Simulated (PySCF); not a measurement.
Vertical excitations of a molecule C₆H₇, multiplicity 2 from PySCF with TDA-CAM-B3LYP/def2-SVPD, as energy in eV (oscillator strength): 2.27 (0.001), 2.92 (0.000), 4.15 (0.002), 4.90 (0.001), 5.08 (0.123), 5.56 (0.001), 5.95 (0.002), 6.13 (0.006), 6.16 (0.001), 6.55 (0.008). Coordinates come from a PBE-D3(BJ)/def2-SVP optimisation. The values are those of a single conformer.

Which molecule gave these data?
A) [C]1=CCCC=C1
B) [C]1=CC=CCC1
C) [CH]1C=CC=CC1

B, [C]1=CC=CCC1
